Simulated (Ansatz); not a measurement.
`C=C(Cl)BOC`, charge 0, multiplicity 1.

Q: Give a relaxed structure at PBE0-D4/def2-TZVP (Ansatz 0.2.0). (Best estimate.)

A: Ansatz gave: 
Z-matrix (Å, degrees):
```
C
O 1 1.412
H 1 1.092 2 108.8
H 1 1.093 2 111.4 3 120.9
H 1 1.092 2 108.8 3 -118.3
B 2 1.338 1 122.5 3 -120.7
C 6 1.554 2 120.0 1 180.0
H 6 1.203 2 121.1 1 -0.0
Cl 7 1.737 6 118.7 2 0.0
C 7 1.331 6 121.5 2 -180.0
H 10 1.084 7 123.1 6 180.0
H 10 1.084 7 118.8 6 -0.0
```
Point group Cs.
This is one stationary point; other conformers may exist.
